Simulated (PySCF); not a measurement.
SiCl₂Br₂, SMILES Cl[Si](Cl)(Br)Br.

Geometry optimised at PBE0-D3(BJ)/def2-SVP.

Two levels are set side by side: TDA-PBE/def2-SVPD (PySCF) and TDA-LC-ωPBE/def2-SVPD (PySCF). Vertical, same geometry. The lowest singlet is HOMO→LUMO 99 % with PBE and HOMO→LUMO 82 % with the other functional; states are paired by order. Differences are taken from unrounded values.

| quantity | TDA-PBE |
|---|---|
| lowest singlet excitation (eV) | 5.30 |
| lowest triplet excitation (TDA) (eV) | 4.98 |

These are the TDA-PBE values. What does TDA-LC-ωPBE give? (An estimate is asked for; the answer gives what the named calculation found.)


```json
[
 {"quantity": "lowest singlet excitation (eV)", "TDA-LC-ωPBE": "6.73", "TDA-PBE minus TDA-LC-ωPBE": "-1.43"},
 {"quantity": "lowest triplet excitation (TDA) (eV)", "TDA-LC-ωPBE": "6.13", "TDA-PBE minus TDA-LC-ωPBE": "-1.15"}
]
```

A lower first singlet is the usual sign of a functional without exact exchange. Differences between two approximate levels are no errors against the true value.

Rough cost on one machine, each run with all the roots and properties that it gave: TDA-LC-ωPBE against TDA-PBE about 3 times.
